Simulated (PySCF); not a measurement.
Removal energies of Tb⁴⁷⁺ from EOM-IP-GCCSD

Reference: closed-shell Tb⁴⁷⁺, [Ar]; one electron is removed. Calculated with PySCF 2.14, two-component X2C-1e with screened spin-orbit coupling, an even-tempered Gaussian basis (18 s from 4 bohr⁻², ratio 2.6; 14 p from 5.2 bohr⁻², ratio 2.6; 5 d from 5.4 bohr⁻², ratio 2.8; 3 f from 87 bohr⁻², ratio 2.8); frozen [Ne]; the 62 highest virtual spinors dropped; of the others 50 kept and the rest restored at second order. No Breit or QED terms. Binding energies in eV.

```tsv
level	Koopmans	second order	EOM-CCSD
3s1/2	4508.8	near a pole	4494.6
3p1/2	4332.8	4332.6	4332.7
3p3/2	4141.8	4142.7	4143.0
```

In EOM-CCSD the overlap with the one-orbital guess is low for 3s1/2 (weight 0.75). That can mean mixing with two-hole, one-particle states, where second order and EOM-CCSD lose accuracy, or only a rotation among the degenerate components of the shell; the terms of those configurations are not listed.

For comparison, the ionisation energy of Tb⁴⁷⁺ is 4139 ± 4 eV (theoretical estimate listed by NIST; NIST Atomic Spectra Database, ionization energies).
